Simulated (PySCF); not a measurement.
C₂H₂F (SMILES C=[C-]F), charge -1, singlet, at a GFN2-xTB geometry, with bond 4-2 at 2.0 times its length. Base run: B3LYP/def2-SV(P) in PySCF.

Input for PySCF:
```python
from pyscf import gto, scf, dft

mol = gto.Mole()
mol.atom = '''
    C     0.02235176    0.64734323   -0.01980650
    C     1.14806260   -0.07296494   -0.02704209
    F    -1.15423518   -0.30467257    0.03842180
    H     1.38700850   -2.26934534    0.03215055
    H     2.09809485    0.46693855   -0.06725891
'''
mol.basis = 'def2-sv(p)'
mol.charge = -1
mol.verbose = 4
mol.build()

mf = dft.RKS(mol)
mf.xc = 'b3lyp'
mf.kernel()
```

The base run was repeated with changes; each row names its change, and settings that it needs were set with it.

```
change                                       ΔE vs base (mEh)  SCF cycles
-------------------------------------------  ----------------  ----------
base                                                    0.000          11
conv_tol = 1e-12                                        0.000          13
DIIS = ADIIS                                            0.000          25
conv_tol = 1e-7                                         0.000           9
conv_tol_grad = 1e-7                                    0.000          14
init_guess = mod_huckel                                 0.000          13
damp = 0.5; diis_start_cycle = 5                        0.000          15
conv_tol = 1e-4                                         0.000           8
init_guess = atom                                       0.000          12
diis_space = 20                                         0.000          11
init_guess = 1e                                         0.000          29
level_shift = 0.5 (with mf.max_cycle = 100)             0.000          22
init_guess = huckel                                     0.000          15
```
